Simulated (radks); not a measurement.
The nuclear charge of neutral phosphorus is varied continuously with 15 electrons held in [Ne] 3s2 3p3. Calculated with a radial shooting solver on a logarithmic mesh with Libxc functionals: scalar-relativistic Kohn-Sham, r2SCAN, spin-polarised, spherical densities, finite nucleus; open shells are filled with parallel spins first; meta-GGA in the generalised Kohn-Sham scheme; Fermi nuclear charge, rms radius 3.1889 fm. By the Hellmann-Feynman theorem dE/dZ = E(electron-nucleus)/Z, the electronic potential at the nucleus (averaged over a nucleus of fixed radius). The scalar-relativistic energy here is not variational (the density holds large components alone), so the two differ by a part that grows with Z.

| Z | E (hartree) | E(electron-nucleus)/Z (hartree) | HOMO | e(HOMO) (eV) | <r> HOMO (bohr) |
|---|---|---|---|---|---|
| 14.75 | -328.65302 | -53.2274 | 3p | -4.339 | 2.469 |
| 15 | -342.10912 | -54.3967 | 3p | -6.684 | 2.308 |
| 15.25 | -355.85750 | -55.5640 | 3p | -9.279 | 2.173 |
| 15.5 | -369.89776 | -56.7301 | 3p | -12.112 | 2.057 |
| 15.75 | -384.22963 | -57.8951 | 3p | -15.174 | 1.955 |
| 16 | -398.85289 | -59.0595 | 3p | -18.461 | 1.865 |

The central difference of E at Z = 15 is -54.409 hartree, to compare with the third column; the second derivative is -4.68 hartree.
